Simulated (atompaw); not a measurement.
# What one change does to a pseudopotential (Cr (Z = 24), PAW (atompaw))

```
Element                 : chromium (Cr)
Generator               : atompaw 4.2.0.5
Type                    : PAW
Functional              : PBE
Relativity              : scalar-relativistic
Frozen core             : [Ar]
Valence charge          : 6
Reference configuration : 3d5 4s0.5 4p0.5
Partial waves           : 4s (bound): rc 2.35 bohr; 4s channel at 0.35 Ry: rc 2.35 bohr; 4p (bound): rc 3.00 bohr; 4p channel at 2.8 Ry: rc 3.00 bohr; 3d (bound): rc 1.35 bohr; 3d channel at 2.5 Ry: rc 1.35 bohr; 4f channel at 0.4 Ry: rc 3.00 bohr; 4f channel at 2.85 Ry: rc 3.00 bohr
Local potential         : vpsmatchnc scheme with l = 4 at 0.5 Ry, radius 2.15 bohr
Core correction         : smooth core density matched at 1.95 bohr
Augmentation charge     : sinc compensation charge, radius 2.55 bohr; PAW radius 3.00 bohr; waves and projectors: custom rrkj gramschmidtortho
```

All-electron outer shells of the reference configuration (PBE, scalar-relativistic, ld1.x):

```csv
shell,level (eV),outermost node (bohr),outermost maximum (bohr)
3s,-74.72,0.36,0.78
3p,-46.18,0.33,0.80
4s,-4.51,1.12,2.71
3d,-3.62,–,0.84
4p,-1.39,1.25,3.85
```

Change: waves 4s (bound); 4s channel at 0.35 Ry; 4p (bound); 4p channel at 2.8 Ry; 3d (bound); 3d channel at 2.5 Ry; 4f channel at 0.4 Ry; 4f channel at 2.85 Ry; augmentation sinc compensation charge, radius 2.55 bohr; PAW radius 3.00 bohr; waves and projectors: bloechl.

Cutoffs: the cutoffs (Ry, on a coarse ladder) from which the occupation-weighted sum of valence levels, in a spherical-Bessel basis at the reference potential, stays within 10 and 1 mRy of its value at 400 Ry; they do not see the model core or the augmentation charge, which bear on the density cutoff.

**Question.** What does the change do?

**Answer.** The potential gets softer (55 Ry and 90 Ry → 35 Ry and 50 Ry); both files keep a bound ghost (s); the range in which the d phases agree narrows (upper end at the end of the scan → 1.0).

```csv
quantity,base,changed
"cutoff, loose",55 Ry,35 Ry
"cutoff, tight",90 Ry,50 Ry
loose cutoff by channel (10 mRy a level),"s 6 Ry, p 6 Ry, d 50 Ry","s 6 Ry, p 6 Ry, d 30 Ry"
bound ghosts,s,s
s: phases at 3.01 bohr within 0.05 rad from the reference energy up to (Ry; the scan ends near 5),3.4,n/a
p: phases at 3.01 bohr within 0.05 rad from the reference energy up to (Ry; the scan ends near 5),3.8,3.8
d: phases at 3.01 bohr within 0.05 rad from the reference energy up to (Ry; the scan ends near 5),to the end of the scan,1.0
f: phases at 3.01 bohr within 0.05 rad from the reference energy up to (Ry; the scan ends near 5),3.3,3.8
lowest overlap eigenvalue by channel,"s 0.42, p 0.73, d 1.00, f 0.94","s 0.00, p 0.40, d 1.00, f 0.19"
```

 A true bound ghost makes a file unfit for plane-wave use even where its test errors are small: the radial tests pick states by their node count and pass the ghost by. The cutoffs see the waves, projectors and local potential, not the compensation charge or the core.
